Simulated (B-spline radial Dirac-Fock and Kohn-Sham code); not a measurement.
Relativistic shifts of the levels of Dy¹³⁺

System: dysprosium as Dy¹³⁺, [Kr] 4d10 4f6 5s1.

Both columns are ΔSCF binding energies of the configuration average from a radial B-spline solver: non-relativistic Hartree-Fock with a point nucleus, and Dirac-Fock with a finite nucleus and the Coulomb interaction alone, averaged over the two j levels with weights 2j+1.

| shell | Hartree-Fock (eV) | Dirac-Fock (eV) | shift (eV) | shift (%) |
| --- | --- | --- | --- | --- |
| 1s | 50883.1 | 54303.2 | +3420.03 | +6.72 |
| 2s | 8471.6 | 9358.4 | +886.77 | +10.47 |
| 2p | 8066.8 | 8352.8 | +285.98 | +3.55 |
| 3s | 2121.1 | 2332.8 | +211.66 | +9.98 |
| 3p | 1938.9 | 2015.4 | +76.41 | +3.94 |
| 3d | 1603.1 | 1589.4 | -13.75 | -0.86 |
| 4p | 561.8 | 580.4 | +18.58 | +3.31 |
| 4d | 427.4 | 425.0 | -2.34 | -0.55 |
| 4f | 265.8 | 260.7 | -5.08 | -1.91 |
| 5s | 253.8 | 267.2 | +13.47 | +5.31 |

Relativity binds 1s, 2s, 2p, 3s, 3p, 4p, 5s more strongly, among those listed most of all 2s in relative terms, and 3d, 4d, 4f more weakly, because the contracted s and p shells screen the nucleus better.

Values without a named source are computed, but for edge energies of neutral atoms, which are taken from tables.
